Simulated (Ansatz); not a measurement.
A nudged elastic band was laid between two geometries of BClFH + BrH (6 atoms, charge 0, multiplicity 1).

Level of theory: Ansatz 0.2.0, RKS PBE/def2-SVP.

```
movable images  : 7
climbing image  : yes
spring          : 5.0 eV/Å²
optimiser       : quadratic models (default)
start path      : through a guess of the saddle point
force threshold : 0.05 eV/Å
iteration limit : 60
end points      : relaxed
```

First end point:

```xyz
6
Properties=species:S:1:pos:R:3
B -0.035 0.363 0.052
Cl -0.086 0.728 1.782
H 1.021 0.177 -0.508
F -1.173 0.339 -0.617
Br 0.154 -3.094 0.955
H 0.161 -2.027 1.918
```

Last end point:

```xyz
6
Properties=species:S:1:pos:R:3
B 0.002 -0.532 -0.427
Cl 0.029 0.298 2.710
H 1.038 0.079 -0.544
F -1.159 0.029 -0.703
Br 0.032 -2.406 0.054
H 0.101 -0.983 2.493
```

(1) Which bonds break or form, and what moves?

(2) Give the energies along the band, and the barrier.

(3) What is the geometry of the highest image?

(4) What are the harmonic wavenumbers there?

## Answers

(1) Bonds broken: B1–Cl2, Br5–H6. Bonds formed: B1–Br5, Cl2–H6. BClFH + BrH becomes BBrFH + ClH.

(2) The forces met the threshold. The highest image is number 4 of 0 to 8, 13.2 kcal/mol above the first end and 9.5 kcal/mol above the last; the last end lies 3.7 kcal/mol above the first. A vibrational analysis at the climbing image gives one clearly imaginary mode, 455i cm⁻¹: a first-order saddle point. The orbitals stay closed-shell, which can raise the energy where a bond breaks towards radicals; this wasn't checked here.

```json
{"image": "0", "path coordinate (Å)": "0.00", "energy (kcal/mol)": "0.0", "B1–Cl2 (Å)": "1.77", "Br5–H6 (Å)": "1.44", "B1–Br5 (Å)": "3.58"}
{"image": "1", "path coordinate (Å)": "0.38", "energy (kcal/mol)": "0.4", "B1–Cl2 (Å)": "1.78", "Br5–H6 (Å)": "1.44", "B1–Br5 (Å)": "3.25"}
{"image": "2", "path coordinate (Å)": "0.76", "energy (kcal/mol)": "2.6", "B1–Cl2 (Å)": "1.80", "Br5–H6 (Å)": "1.45", "B1–Br5 (Å)": "2.89"}
{"image": "3", "path coordinate (Å)": "1.14", "energy (kcal/mol)": "8.4", "B1–Cl2 (Å)": "1.87", "Br5–H6 (Å)": "1.51", "B1–Br5 (Å)": "2.50"}
{"image": "4", "path coordinate (Å)": "1.52", "energy (kcal/mol)": "13.2", "B1–Cl2 (Å)": "2.04", "Br5–H6 (Å)": "1.72", "B1–Br5 (Å)": "2.21"}
{"image": "5", "path coordinate (Å)": "1.85", "energy (kcal/mol)": "10.1", "B1–Cl2 (Å)": "2.30", "Br5–H6 (Å)": "2.02", "B1–Br5 (Å)": "2.06"}
{"image": "6", "path coordinate (Å)": "2.19", "energy (kcal/mol)": "6.1", "B1–Cl2 (Å)": "2.64", "Br5–H6 (Å)": "2.31", "B1–Br5 (Å)": "1.98"}
{"image": "7", "path coordinate (Å)": "2.52", "energy (kcal/mol)": "4.1", "B1–Cl2 (Å)": "2.97", "Br5–H6 (Å)": "2.59", "B1–Br5 (Å)": "1.95"}
{"image": "8", "path coordinate (Å)": "2.85", "energy (kcal/mol)": "3.7", "B1–Cl2 (Å)": "3.25", "Br5–H6 (Å)": "2.82", "B1–Br5 (Å)": "1.93"}
```

(3) 
```xyz
6
Properties=species:S:1:pos:R:3
B 0.008 -0.241 0.069
Cl -0.001 0.263 2.041
H 1.065 0.076 -0.423
F -1.163 0.070 -0.480
Br 0.090 -2.396 0.532
H 0.044 -1.285 1.844
```

(4) 455i, 233, 251, 302, 476, 548, 692, 1002, 1033, 1148, 1247, 2624 cm⁻¹.

The run took 4.6 min on 2 threads of Arm Neoverse V2 (shared host), peak memory 0.14 GiB.
